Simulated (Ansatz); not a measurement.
Consider the redistribution: `[OH][Ga]([Cl])[O][SiH3]` + `C[N](C)[Sn][OH]` → `C[N](C)[Ga]([OH])[Cl]` + `[OH][Sn][O][SiH3]`.

Program: Ansatz. Geometries: PBE0-D4/def2-TZVP. ΔE: electronic, gas phase. CBS: MP2 limit from def2 TZ/QZ plus the TZ coupled-cluster correction, frozen cores. Functionals use def2-TZVPP. def2 core potentials past Kr. For Ga, Sn outer-core shells are correlated without core-valence functions, which leaves a few kJ/mol of doubt a bond. Scalar relativity is left out up to krypton. Each species was taken in one conformer, which may not be the lowest.

```csv
level,ΔE (kJ/mol)
PBE-D4,-26.9
r2SCAN-D4,-25.7
B2PLYP,-26.2
PBE0,-27.3
```

(1) What does CCSD(T)/CBS give? (An estimate is asked.)

Largest T1 diagnostic among the species: 0.017.

Results:

(1) Ansatz gave: -30.0 kJ/mol. The listed levels differ from it by 3.1, 4.3, 3.8, 2.7 kJ/mol.

In def2-TZVPP, CCSD(T) changes the Hartree–Fock value by +3.7 kJ/mol (the triples alone add +1.8 kJ/mol) and MP2 by +3.9 kJ/mol.
